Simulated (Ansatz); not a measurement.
Harmonic frequencies (cm⁻¹) at PBE0-D4/def2-TZVP from Ansatz: 49, 77, 114, 188, 207, 430, 524, 553, 607, 616, 754, 861, 872, 991, 1205, 1415, 1981, 2009, 2305, 2576, 2648.

Question: Which molecule is it?
A. `FB1NCN1`
B. `BC#C[O][AlH2]`
C. `[OH][Ga]1[BH]O[CH2]1`
D. `CB1C[Se]1`

Answer: B.
